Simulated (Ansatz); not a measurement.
Born–Oppenheimer molecular dynamics of C4H11BO (17 atoms, charge 0, multiplicity 1). It starts from a relaxed structure.

Level of theory: Ansatz, RKS PBE/STO-3G.

```yaml
ensemble: NVT, Nosé–Hoover chain
time_step: 1 fs
steps_asked: 500
set_temperature: 1000 K
thermostat: time constant 3 fs, chain length 1
seed: 96565
```

Frames 1 fs apart, positions in Å, forces in eV/Å.

Velocities at 10 fs (Å/ps):

```
B -7.89 -0.09 14.60
C -2.70 -4.92 -2.95
C 10.68 4.35 -4.50
O 1.74 12.91 2.09
C 1.38 -17.70 -10.48
C -14.60 -0.38 -4.08
H 41.57 -7.00 -18.41
H -14.41 22.58 -19.01
H -0.10 19.46 -4.54
H 34.99 -66.27 45.92
H 12.24 -7.03 67.27
H -51.08 62.96 2.56
H 49.46 30.07 3.54
H -54.91 -10.97 -9.43
H 115.84 89.04 3.65
H 3.94 -17.38 25.66
H -18.09 -97.23 -24.54
```

```xyz
17
Properties=species:S:1:pos:R:3:forces:R:3 time_fs=10 energy_less_start_eV=1.922 T=2095
B -1.174 -1.116 0.689 -0.92 -0.03 1.17
C 0.208 -0.511 0.037 0.48 1.42 2.97
C 1.557 -1.255 -0.153 -0.86 -0.78 1.15
O -0.874 -0.682 -0.910 -3.31 0.38 -0.57
C 0.456 1.043 0.041 0.26 -0.38 -0.99
C -0.835 1.973 0.073 0.40 -0.88 -3.63
H -2.113 -0.356 1.300 2.58 -1.82 -1.90
H -1.250 -2.359 0.947 0.20 2.12 -0.93
H 2.167 -0.935 -0.996 0.21 0.37 -0.72
H 1.459 -2.374 -0.161 -0.04 0.62 0.01
H 2.068 -0.951 0.781 0.46 -0.42 -0.11
H -0.605 -1.452 -1.468 0.22 -2.18 -1.29
H 1.353 1.123 0.676 -0.38 1.13 0.90
H 0.820 1.275 -0.989 0.62 -0.21 0.30
H -1.035 1.946 -1.095 -0.25 0.77 2.46
H -0.669 3.021 0.361 0.20 0.09 0.29
H -1.758 1.555 0.491 0.11 -0.19 0.87
17
Properties=species:S:1:pos:R:3:forces:R:3 time_fs=11 energy_less_start_eV=2.108 T=1904
B -1.182 -1.116 0.704 0.07 0.33 0.11
C 0.205 -0.516 0.036 0.77 0.90 3.20
C 1.567 -1.251 -0.158 -0.40 -2.33 3.11
O -0.873 -0.669 -0.908 -4.14 2.44 1.16
C 0.458 1.025 0.030 1.14 0.54 0.72
C -0.849 1.973 0.068 0.64 -1.63 -2.40
H -2.059 -0.372 1.272 1.80 -1.32 -1.34
H -1.264 -2.326 0.923 0.15 1.35 -0.69
H 2.168 -0.914 -1.004 0.30 0.20 -0.54
H 1.494 -2.437 -0.115 -0.01 2.55 -0.42
H 2.082 -0.961 0.848 -0.31 -0.57 -1.88
H -0.655 -1.399 -1.472 0.90 -4.25 -2.85
H 1.401 1.159 0.684 -1.81 0.66 -0.30
H 0.768 1.263 -0.997 1.12 -0.23 -0.27
H -0.920 2.039 -1.080 -1.23 0.37 1.63
H -0.664 3.004 0.388 -0.01 0.12 0.78
H -1.775 1.457 0.471 1.02 0.86 -0.01
17
Properties=species:S:1:pos:R:3:forces:R:3 time_fs=12 energy_less_start_eV=2.413 T=1345
B -1.190 -1.116 0.718 1.64 0.50 -1.32
C 0.204 -0.519 0.036 1.03 0.33 3.29
C 1.576 -1.250 -0.159 -0.04 -2.88 3.92
O -0.875 -0.656 -0.906 -4.01 1.68 0.66
C 0.460 1.009 0.021 1.46 1.40 1.68
C -0.862 1.971 0.060 1.05 -1.99 -1.11
H -1.993 -0.399 1.235 0.42 -0.24 -0.39
H -1.275 -2.284 0.895 0.05 0.17 -0.39
H 2.172 -0.893 -1.016 0.16 -0.04 -0.11
H 1.526 -2.472 -0.076 -0.09 3.33 -0.79
H 2.093 -0.974 0.892 -0.63 -0.49 -2.75
H -0.693 -1.390 -1.501 0.69 -3.40 -2.19
H 1.428 1.198 0.689 -2.52 0.21 -0.98
H 0.730 1.250 -1.007 1.44 -0.27 -0.62
H -0.826 2.127 -1.050 -1.92 0.07 0.58
H -0.660 2.990 0.420 -0.21 -0.09 1.13
H -1.782 1.375 0.452 1.50 1.71 -0.62
17
Properties=species:S:1:pos:R:3:forces:R:3 time_fs=13 energy_less_start_eV=2.649 T=862
B -1.195 -1.115 0.729 3.56 0.24 -2.88
C 0.203 -0.522 0.040 1.22 -0.17 3.27
C 1.584 -1.250 -0.157 0.14 -2.74 3.83
O -0.878 -0.643 -0.903 -3.54 -0.53 -1.16
C 0.463 0.996 0.014 1.32 2.11 1.76
C -0.872 1.968 0.054 1.66 -1.87 -0.13
H -1.932 -0.423 1.199 -1.35 1.31 0.81
H -1.284 -2.246 0.868 -0.07 -1.10 -0.11
H 2.176 -0.875 -1.028 -0.06 -0.29 0.36
H 1.553 -2.472 -0.050 -0.21 3.30 -1.04
H 2.096 -0.990 0.905 -0.63 -0.28 -2.89
H -0.719 -1.412 -1.546 0.23 -1.07 -0.22
H 1.429 1.233 0.684 -2.60 -0.12 -1.17
H 0.711 1.236 -1.021 1.51 -0.34 -0.58
H -0.762 2.204 -1.020 -2.24 -0.11 -0.25
H -0.658 2.977 0.458 -0.40 -0.47 1.29
H -1.774 1.319 0.430 1.47 2.14 -0.89
17
Properties=species:S:1:pos:R:3:forces:R:3 time_fs=14 energy_less_start_eV=2.731 T=606
B -1.196 -1.114 0.736 4.94 -0.14 -3.96
C 0.203 -0.524 0.045 1.31 -0.53 3.12
C 1.591 -1.252 -0.153 0.09 -2.07 3.11
O -0.884 -0.633 -0.902 -3.14 -2.14 -2.47
C 0.467 0.987 0.009 0.81 2.57 1.16
C -0.880 1.964 0.048 2.47 -1.37 0.35
H -1.893 -0.433 1.176 -2.69 2.56 1.72
H -1.292 -2.223 0.844 -0.17 -1.96 0.06
H 2.180 -0.862 -1.035 -0.26 -0.49 0.73
H 1.573 -2.443 -0.037 -0.33 2.59 -1.16
H 2.093 -1.006 0.891 -0.38 0.02 -2.42
H -0.739 -1.440 -1.586 -0.01 0.65 1.27
H 1.407 1.261 0.669 -2.19 -0.26 -0.97
H 0.708 1.222 -1.038 1.39 -0.42 -0.25
H -0.727 2.269 -0.997 -2.32 -0.25 -0.66
H -0.660 2.961 0.501 -0.55 -0.86 1.25
H -1.755 1.291 0.404 1.02 2.11 -0.90
17
Properties=species:S:1:pos:R:3:forces:R:3 time_fs=15 energy_less_start_eV=2.469 T=599
B -1.194 -1.114 0.738 4.81 0.00 -3.98
C 0.204 -0.526 0.052 1.28 -0.73 2.84
C 1.597 -1.256 -0.146 -0.28 -0.83 1.84
O -0.890 -0.625 -0.902 -2.77 -2.88 -2.94
C 0.470 0.981 0.006 -0.09 2.72 0.09
C -0.884 1.959 0.043 3.47 -0.55 0.37
H -1.883 -0.419 1.171 -2.65 2.50 1.75
H -1.301 -2.221 0.823 -0.21 -2.05 0.13
H 2.180 -0.855 -1.034 -0.37 -0.59 0.89
H 1.589 -2.395 -0.036 -0.45 1.12 -1.14
H 2.087 -1.020 0.857 0.12 0.41 -1.35
H -0.757 -1.460 -1.610 -0.07 1.48 1.99
H 1.368 1.284 0.648 -1.30 -0.20 -0.40
H 0.717 1.205 -1.055 1.17 -0.46 0.20
H -0.718 2.323 -0.982 -2.24 -0.38 -0.66
H -0.666 2.940 0.551 -0.63 -1.17 1.07
H -1.729 1.285 0.373 0.21 1.62 -0.68
17
Properties=species:S:1:pos:R:3:forces:R:3 time_fs=16 energy_less_start_eV=2.080 T=698
B -1.187 -1.113 0.738 3.36 0.57 -3.14
C 0.207 -0.529 0.060 1.18 -0.77 2.45
C 1.602 -1.260 -0.139 -1.01 0.96 0.16
O -0.897 -0.620 -0.904 -2.39 -2.97 -2.78
C 0.473 0.978 0.004 -1.35 2.50 -1.23
C -0.886 1.954 0.039 4.56 0.45 0.07
H -1.897 -0.382 1.182 -1.45 1.23 1.05
H -1.311 -2.238 0.805 -0.17 -1.39 0.13
H 2.177 -0.855 -1.025 -0.35 -0.56 0.81
H 1.598 -2.340 -0.046 -0.55 -1.09 -0.99
H 2.083 -1.029 0.814 0.85 0.85 0.23
H -0.774 -1.463 -1.613 -0.04 1.63 2.11
H 1.320 1.303 0.625 -0.02 0.10 0.50
H 0.737 1.186 -1.069 0.91 -0.44 0.58
H -0.730 2.369 -0.975 -2.04 -0.50 -0.42
H -0.678 2.910 0.606 -0.62 -1.31 0.78
H -1.703 1.294 0.338 -0.88 0.76 -0.32
17
Properties=species:S:1:pos:R:3:forces:R:3 time_fs=17 energy_less_start_eV=1.878 T=760
B -1.178 -1.113 0.734 1.58 0.95 -2.12
C 0.210 -0.533 0.070 1.01 -0.67 2.00
C 1.606 -1.263 -0.133 -1.89 2.69 -1.31
O -0.906 -0.616 -0.907 -1.99 -2.48 -2.05
C 0.476 0.976 0.000 -2.61 2.01 -2.41
C -0.884 1.950 0.035 5.36 1.29 -0.30
H -1.925 -0.336 1.203 -0.06 -0.25 0.21
H -1.322 -2.267 0.789 -0.06 -0.34 0.11
H 2.171 -0.859 -1.009 -0.20 -0.39 0.44
H 1.603 -2.298 -0.064 -0.59 -3.33 -0.78
H 2.087 -1.030 0.774 1.59 1.20 1.82
H -0.791 -1.452 -1.596 0.06 1.18 1.73
H 1.275 1.322 0.607 1.29 0.52 1.47
H 0.764 1.163 -1.077 0.65 -0.34 0.78
H -0.760 2.408 -0.972 -1.71 -0.58 -0.07
H -0.695 2.869 0.665 -0.53 -1.25 0.45
H -1.687 1.310 0.302 -1.92 -0.19 0.03
17
Properties=species:S:1:pos:R:3:forces:R:3 time_fs=18 energy_less_start_eV=1.688 T=854
B -1.167 -1.111 0.729 0.10 0.96 -1.31
C 0.213 -0.536 0.081 0.79 -0.44 1.49
C 1.609 -1.264 -0.127 -2.41 2.97 -1.51
O -0.915 -0.614 -0.911 -1.62 -1.35 -0.75
C 0.476 0.976 -0.006 -3.12 1.64 -2.82
C -0.877 1.947 0.031 5.21 1.43 -0.44
H -1.953 -0.294 1.225 0.97 -1.35 -0.42
H -1.334 -2.298 0.774 0.10 0.67 0.09
H 2.164 -0.867 -0.989 0.08 -0.08 -0.19
H 1.601 -2.289 -0.090 -0.56 -3.93 -0.59
H 2.106 -1.019 0.753 1.80 1.17 2.42
H -0.806 -1.429 -1.564 0.23 0.05 0.79
H 1.242 1.346 0.604 1.88 0.70 1.93
H 0.797 1.138 -1.077 0.43 -0.18 0.76
H -0.806 2.441 -0.969 -1.26 -0.57 0.25
H -0.717 2.817 0.728 -0.36 -1.02 0.14
H -1.689 1.324 0.267 -2.26 -0.68 0.16
17
Properties=species:S:1:pos:R:3:forces:R:3 time_fs=19 energy_less_start_eV=1.358 T=1028
B -1.156 -1.108 0.722 -0.96 0.75 -0.75
C 0.218 -0.540 0.094 0.55 -0.10 0.97
C 1.610 -1.263 -0.122 -2.19 1.39 -0.28
O -0.925 -0.613 -0.916 -1.31 0.33 0.95
C 0.473 0.978 -0.013 -2.46 1.71 -2.10
C -0.867 1.946 0.026 3.76 0.71 -0.29
H -1.971 -0.264 1.244 1.57 -1.96 -0.79
H -1.344 -2.324 0.761 0.25 1.40 0.09
H 2.157 -0.876 -0.971 0.38 0.28 -0.91
H 1.594 -2.317 -0.121 -0.44 -2.28 -0.36
H 2.143 -0.997 0.755 1.19 0.64 1.63
H -0.820 -1.406 -1.524 0.44 -1.66 -0.55
H 1.228 1.376 0.619 1.36 0.37 1.48
H 0.834 1.111 -1.069 0.27 0.02 0.54
H -0.864 2.469 -0.964 -0.70 -0.46 0.48
H -0.742 2.755 0.792 -0.16 -0.67 -0.14
H -1.713 1.332 0.233 -1.53 -0.46 0.03
17
Properties=species:S:1:pos:R:3:forces:R:3 time_fs=20 energy_less_start_eV=1.185 T=1129
B -1.146 -1.105 0.715 -1.65 0.50 -0.38
C 0.223 -0.545 0.107 0.32 0.29 0.49
C 1.609 -1.260 -0.118 -1.37 -0.58 1.16
O -0.937 -0.612 -0.921 -1.00 1.64 2.23
C 0.469 0.981 -0.023 -1.17 2.03 -0.70
C -0.853 1.944 0.022 1.51 -0.32 0.01
H -1.974 -0.253 1.255 1.81 -2.18 -0.95
H -1.352 -2.336 0.748 0.36 1.77 0.09
H 2.153 -0.882 -0.962 0.50 0.51 -1.33
H 1.583 -2.368 -0.155 -0.26 0.11 -0.02
H 2.191 -0.968 0.772 0.13 -0.12 0.23
H -0.829 -1.399 -1.488 0.60 -3.04 -1.56
H 1.226 1.411 0.649 0.27 -0.32 0.47
H 0.874 1.084 -1.057 0.17 0.23 0.20
H -0.930 2.492 -0.955 -0.10 -0.29 0.63
H -0.769 2.686 0.855 0.03 -0.32 -0.43
H -1.752 1.335 0.200 -0.16 0.08 -0.15
17
Properties=species:S:1:pos:R:3:forces:R:3 time_fs=21 energy_less_start_eV=1.235 T=1095
B -1.138 -1.101 0.707 -1.97 0.27 -0.18
C 0.228 -0.549 0.121 0.15 0.70 0.09
C 1.607 -1.258 -0.113 -0.30 -1.77 1.70
O -0.949 -0.610 -0.924 -0.54 1.26 2.12
C 0.463 0.985 -0.033 0.06 2.20 0.64
C -0.839 1.943 0.017 -0.69 -1.04 0.31
H -1.961 -0.262 1.257 1.75 -2.06 -0.92
H -1.357 -2.331 0.736 0.42 1.78 0.10
H 2.155 -0.884 -0.965 0.30 0.48 -1.17
H 1.569 -2.417 -0.190 -0.09 1.87 0.36
H 2.240 -0.941 0.792 -0.83 -0.76 -0.91
H -0.833 -1.421 -1.468 0.51 -2.70 -1.31
H 1.227 1.442 0.683 -0.66 -0.94 -0.50
H 0.916 1.059 -1.043 0.09 0.41 -0.09
H -0.996 2.513 -0.939 0.49 -0.10 0.71
H -0.796 2.614 0.914 0.19 -0.06 -0.75
H -1.792 1.339 0.165 1.11 0.45 -0.22
```

Of the whole run (500 fs, mean temperature of the second half 998 K): The conserved energy wandered by up to 7.6 meV per atom (net 3.2 meV per atom), which is poor conservation. A run of 0.5 ps of so small a system gives no equilibrium averages. Limits of this set-up: minimal basis.

Time of the run: 36 min on 1 thread of Arm Neoverse N1 (shared host), peak memory 0.091 GiB.
